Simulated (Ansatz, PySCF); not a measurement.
Energy difference R1 + R2 + R3 + 2 R4 → 4 P1 + P2, each structure at its B3LYP-D3(BJ)/def2-TZVP stationary point, reached from a drawn start (curvature not checked).
P1, H2 (SMILES [H][H]) (charge 0, multiplicity 1, Z-matrix in Å and degrees):
```
H
H 1 0.7440
```
R1: H2O (SMILES O), charge 0, multiplicity 1.
R2: HCl (SMILES Cl), charge 0, multiplicity 1.
R3, HF (SMILES F) (charge 0, multiplicity 1):
```xyz
2

F      0.0000     0.0000     0.4622
H      0.0000     0.0000    -0.4622
```
R4: SiH4 (SMILES [SiH4]), charge 0, multiplicity 1.
P2, ClFH4OSi2 (SMILES F[SiH](Cl)O[SiH3]) (charge 0, multiplicity 1):
```
atom    x (Å)    y (Å)    z (Å)
----  -------  -------  -------
Si     1.3804  -0.6706   0.2244
O     -0.2057  -0.4192   0.2487
Si    -1.4994   0.5240  -0.1561
F      1.7798  -1.4266  -1.1162
Cl     2.3843   1.1137   0.2396
H      1.7918  -1.4897   1.3617
H     -2.6780  -0.0209   0.5461
H     -1.7074   0.4732  -1.6185
H     -1.2457   1.9160   0.2704
```

P less R. No zero-point or thermal terms. One arrangement of each flexible species, with no search for the lowest.

Frozen-core correlation throughout.

The values were computed with Ansatz (Gaussian basis) for Hartree–Fock, density functionals and correlated methods; PySCF for the D3/D4 terms. Each number belongs to the level named beside it.

Q: Give the reaction energy at the level B2PLYP-D4/def2-TZVPP.

A: -90.7 kcal/mol

Q: What reaction energy does BHLYP-D4/def2-TZVPP give?

A: -91.2 kcal/mol

Q: Give the reaction energy at the level B3LYP-D4/def2-TZVPP.

A: -89.7 kcal/mol

Ansatz is a program for electronic structure.
